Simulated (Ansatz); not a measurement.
Reaction (SMILES): FSF → 2 F atom + S atom
B3LYP-D3(BJ)/def2-TZVP geometries, fixed; electronic energies without zero-point terms.
Largest species:
```
S
F 1 1.6052
F 1 1.6052 2 98.75
```

How fast the atomisation energy converges with the basis for several methods (Ansatz, an electronic-structure program): deviation from each method's own reference, in kcal/mol. References: CCSD(T) 176.61 kcal/mol, Hartree-Fock in aug-cc-pV(Q+d)Z plus the correlation part extrapolated as X^-3 from aug-cc-pV(T+d)Z and aug-cc-pV(Q+d)Z; HF 79.42 kcal/mol, the value in aug-cc-pV(5+d)Z; MP2 190.46 kcal/mol, Hartree-Fock in aug-cc-pV(5+d)Z plus the correlation part extrapolated as X^-3 from aug-cc-pV(Q+d)Z and aug-cc-pV(5+d)Z; PBE 193.12 kcal/mol, the value in aug-cc-pV(5+d)Z; PBE0 174.57 kcal/mol, the value in aug-cc-pV(5+d)Z; r2SCAN 178.36 kcal/mol, the value in aug-cc-pV(5+d)Z. Cartesian d functions, on some or all atoms, in 6-311G**; all else is spherical. In correlated methods cores are frozen. Open shells are unrestricted. No added dispersion term, no relativity. 

```tsv
basis	functions	CCSD(T)	HF	MP2	PBE	PBE0	r2SCAN
3-21G	31	-82.77	-54.70	-94.26	-44.84	-49.49	-46.90
6-31G	31	-95.47	-72.19	-103.53	-64.02	-67.83	-65.26
pcseg-1	46	-40.67	-21.73	-41.44	-17.15	-18.78	-18.05
def2-SVP	46	-36.30	-16.59	-39.30	-10.35	-13.21	-13.68
6-311G**	63	-41.93	-24.12	-45.87	-19.90	-21.77	-20.60
def2-SVPD	73	-27.41	-11.51	-29.30	-11.00	-11.33	-11.30
def2-TZVP	99	-13.40	-2.62	-13.73	-1.81	-2.24	-2.16
def2-TZVPP	104	-13.05	-2.45	-13.44	-1.73	-2.14	-2.06
def2-TZVPD	126	-11.08	-1.72	-11.43	-1.53	-1.65	-1.59
aug-pcseg-2	142	-6.77	-0.63	-7.54	-1.27	-1.13	-1.07
pcseg-3	184	-3.09	0.62	-3.46	-0.03	0.08	0.07
def2-QZVPPD	211	-4.98	-0.37	-5.32	-0.50	-0.47	-0.60
```

Mean absolute deviation over 6-311G**, def2-TZVP, def2-TZVPP, def2-TZVPD, aug-pcseg-2: PBE 5.25, r2SCAN 5.50, PBE0 5.79, HF 6.31, CCSD(T) 17.25, MP2 18.40 kcal/mol.
